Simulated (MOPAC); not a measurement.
MOPAC input (PM6):

```
PM6 PRECISE GNORM=0.05 LET XYZ GEO-OK AUX(PRECISION=9) THREADS=1
H3BF2Si

F     1.30082500 1    1.11685400 1   -0.11686800 1
B     0.58694400 1    0.00829100 1    0.00160400 1
F     1.27393000 1   -1.11698800 1    0.13336400 1
Si   -1.44757500 1    0.00102500 1   -0.00951800 1
H    -1.92465700 1   -0.89625700 1   -1.08850300 1
H    -1.98316400 1    1.36353700 1   -0.22453800 1
H    -1.93364500 1   -0.52187900 1    1.28979800 1
```

From the output:

```
                                                       MOPAC v23.2.5 Linux

          FINAL HEAT OF FORMATION =       -140.23380 KCAL/MOL =    -586.73822 KJ/MOL

          COSMO AREA              =        114.13 SQUARE ANGSTROMS
          COSMO VOLUME            =        101.71 CUBIC ANGSTROMS

          GRADIENT NORM           =          0.04356          =       0.01646 PER ATOM
          IONIZATION POTENTIAL    =         10.180032 EV
          HOMO LUMO ENERGIES (EV) =        -10.180 -0.680
          NO. OF FILLED LEVELS    =         12
          MOLECULAR WEIGHT        =         79.9160         POINT GROUP:  Cs

          MOLECULAR DIMENSIONS (Angstroms)

            Atom       Atom       Distance
            H     6    F     3     4.17670
            F     1    H     5     3.64493
            H     7    F     1     2.29245

          SCF CALCULATIONS        =         20

   ATOM   CHEMICAL          X               Y               Z
  NUMBER   SYMBOL      (ANGSTROMS)     (ANGSTROMS)     (ANGSTROMS)

     1       F          1.36246581  *   1.06135792  *  -0.11057100  *
     2       B          0.56340915  *   0.00302406  *   0.00263890  *
     3       F          1.35387359  *  -1.06058515  *   0.12724785  *
     4      Si         -1.52697418  *  -0.00184197  *  -0.00898813  *
     5       H         -1.96814215  *  -0.89561620  *  -1.11184648  *
     6       H         -2.01326143  *   1.38483876  *  -0.22929332  *
     7       H         -1.97856023  *  -0.51537535  *   1.31092536  *

                             CARTESIAN COORDINATES

   1    F        1.362465810     1.061357918    -0.110571002
   2    B        0.563409147     0.003024060     0.002638900
   3    F        1.353873593    -1.060585153     0.127247848
   4   Si       -1.526974182    -0.001841972    -0.008988134
   5    H       -1.968142146    -0.895616201    -1.111846480
   6    H       -2.013261430     1.384838764    -0.229293321
   7    H       -1.978560226    -0.515375353     1.310925359

           Empirical Formula: H3 F2 B Si  =     7 atoms

      MOLECULAR POINT GROUP   :   Cs

                  EIGENVALUES
 -40.84876 -40.62315 -19.52415 -18.51162 -16.65049 -16.32765 -16.17818 -15.08542
 -14.61351 -12.20922 -12.14838 -10.18003  -0.68025  -0.15759   0.43887   0.80836
   0.92592   1.10306   1.63650   3.14640   3.95598   4.07943   4.10976   4.15783

              NET ATOMIC CHARGES AND DIPOLE CONTRIBUTIONS

  ATOM NO.   TYPE          CHARGE      No. of ELECS.   s-Pop       p-Pop       d-Pop
    1          F          -0.302237        7.3022     1.94833     5.35391
    2          B           0.399130        2.6009     1.15195     1.44892
    3          F          -0.301972        7.3020     1.94834     5.35363
    4         Si           0.248049        3.7520     1.25474     2.04135     0.45587
    5          H          -0.014334        1.0143     1.01433
    6          H          -0.014280        1.0143     1.01428
    7          H          -0.014355        1.0144     1.01435
 DIPOLE           X         Y         Z       TOTAL
 POINT-CHG.    -4.271     0.003    -0.028     4.271
 HYBRID         1.338     0.002     0.008     1.338
 SUM           -2.933     0.005    -0.020     2.933

          ATOMIC ORBITAL ELECTRON POPULATIONS

     Atom    s        px        py        pz      x^2-y^2     xz        z^2       yz        xy
    1  F   1.94833   1.79843   1.66095   1.89452
    2  B   1.15195   0.72803   0.50900   0.21189
    3  F   1.94834   1.80176   1.65792   1.89395
    4 Si   1.25474   0.58171   0.72627   0.73337   0.12055   0.04678   0.11843   0.11500   0.05511
    5  H   1.01433
    6  H   1.01428
    7  H   1.01435

 **********************
 *                    *
 * JOB ENDED NORMALLY *
 *                    *
 **********************

 == MOPAC DONE ==
```

The geometry given is a B3LYP-D3(BJ)/def2-TZVP minimum.
